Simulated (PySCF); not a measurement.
Work out the structure from these simulated measurements.

Formula: C4H15Al2NO2.

| Quantity | Value |
| --- | --- |
| UV, first state | lowest singlet excitation: 5.46 eV (227 nm, f = 0.001) [TDDFT CAM-B3LYP/def2-SVPD] |
| 13C NMR | chemical shifts (computed TMS as zero) by class: 46.0 (2 C), 36.2 (2 C) ppm [GIAO HF/pcSseg-1] |
| Rotational structure | rotational constants A, B, C: 1.444, 0.919, 0.693 GHz [PBE0-D3(BJ)/def2-SVP] |
| Triplet | lowest triplet excitation (Tamm–Dancoff): 5.19 eV [TDA CAM-B3LYP/def2-SVPD] |
| NMR, other nuclei | isotropic shieldings of nuclei other than C and H, by class: 256 (1 N), 347 (2 O), 478 (1 Al), 497 (1 Al) ppm [GIAO HF/pcSseg-1] |
| UV, strongest line | among the 10 lowest singlet transitions: S2 at 5.64 eV (220 nm, f = 0.071) [TDDFT CAM-B3LYP/def2-SVPD] |
| XPS | C1s 291.0 (×2), C1s 292.8 (×2), N1s 403.4, O1s 538.6 (×2), Al1s 1566.3, Al1s 1566.6 eV [ΔSCF SCAN, pcX-2 on the ionised atom, pcseg-1 elsewhere, spin-free X2C] |

The electronic properties come from PySCF, for the isolated species, density fitting. Levels stand in brackets. The structure is a single PBE0-D3(BJ)/def2-SVP conformer in the gas phase; no vibrational or solvent corrections. NMR classes are plain means over equivalent atoms (diastereotopic ones count apart unless rotation or inversion swaps them), as if these changed places fast.

Question: Give a SMILES that accounts for the data.

Answer: Numbering: `[CH3:1][N:2]([CH3:3])[AlH-:4]1[O+:5]([CH3:6])[AlH2-:7][O+:8]1[CH3:9]`. 4 carbons fall into 2 classes; from least to most shielded: O-methyl carbon [C6/C9] (46.0 ppm, 2 C), N-methyl carbon [C1/C3] (36.2 ppm, 2 C). The other shieldings belong to: 256 ppm, nitrogen bonded to Al and 2 C [N2]; 347 ppm, oxygen bonded to 2 Al and C [O5/O8]; 478 ppm, aluminium bonded to 2 O and 2 H [Al7]; 497 ppm, aluminium bonded to N, 2 O and H [Al4]. The core levels belong to: C1s 291.0 eV, N-methyl carbon [C1/C3]; C1s 292.8 eV, O-methyl carbon [C6/C9]; N1s 403.4 eV, nitrogen bonded to Al and 2 C [N2]; O1s 538.6 eV, oxygen bonded to 2 Al and C [O5/O8]; Al1s 1566.3 eV, aluminium bonded to N, 2 O and H [Al4]; Al1s 1566.6 eV, aluminium bonded to 2 O and 2 H [Al7]. One atom of each topological class was ionised and stands for its class. By its constants the optimised geometry is an asymmetric top. Structure: `[AlH-]1([O+]([AlH2-][O+]1C)C)[N](C)C`. The assignments are read from this structure; whether some other isomer fits the data as well wasn't checked.

Conformer computed: `[CH3:1][N:2]([CH3:3])[AlH-:4]1[O+:5]([CH3:6])[AlH2-:7][O+:8]1[CH3:9]`: C1–N2–Al4–O5 46°.
